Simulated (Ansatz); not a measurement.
`[F][In]([F])[SeH]` + HCl → `[F][In]([Cl])[SeH]` + H–F at 500 K and 1 bar (ligand exchange at the In–F bond).

Calculated with Ansatz (gas phase, PBE0-D4/def2-TZVP geometries, no zero-point term in ΔE). CBS: MP2 limit from def2 TZ/QZ plus the TZ coupled-cluster correction, frozen cores. This one scheme is used for every species. Elements past krypton have def2 core potentials. For In, Se outer-core shells are correlated without core-valence functions, which leaves a few kJ/mol of doubt a bond. Scalar relativity is left out up to krypton. One conformer a species, not always the lowest.

| species | CCSD(T)/CBS energy (Eh) | H − E (kJ/mol) | S (J/(mol·K)) |
| --- | --- | --- | --- |
| `[F][In]([F])[SeH]` | -2790.80080 | 68.0 | 405.1 |
| HCl | -460.38127 | 32.5 | 201.9 |
| `[F][In]([Cl])[SeH]` | -3150.81023 | 67.3 | 416.6 |
| H–F | -100.39570 | 39.4 | 188.7 |

H − E and S are ideal-gas, rigid-rotor, harmonic terms from PBE0-D4/def2-TZVP, for one conformer and one mirror image of each species. 1 Eh = 2625.50 kJ/mol, R = 8.31446 J/(mol·K).

By hand: ΔE, ΔH, ΔS and ΔG.

ΔE = (-3150.81023) + (-100.39570) − (-2790.80080) − (-460.38127) = -0.02386 Eh = -62.6 kJ/mol. Δ(H − E) = 67.3 + 39.4 − 68.0 − 32.5 = 6.2, so ΔH = -56.4 kJ/mol. ΔS = 416.6 + 188.7 − 405.1 − 201.9 = -1.7 J/(mol·K). ΔG = -56.4 − 500 × (-1.7)/1000 = -55.5 kJ/mol.

By hand: the equilibrium constant, and the temperature at which ΔG would vanish if ΔH and ΔS stayed fixed.

log₁₀ K = −ΔG/(RT ln 10) = 5.8. ΔG = 0 at ΔH/ΔS = 33176 K, far beyond where these terms or the molecules hold.

The number of gas molecules stays the same, so ΔS is small and ΔH decides. A doubt of 5 kJ/mol in ΔE shifts log₁₀ K by 0.5 here. Other conformers and mirror images would add mixing entropy, several J/(mol·K) or more a flexible species. These are equilibria of isolated gas molecules and say nothing of rates. Largest T1 diagnostic: 0.015 (customary marks: 0.02 for closed shells, 0.045 for open ones).
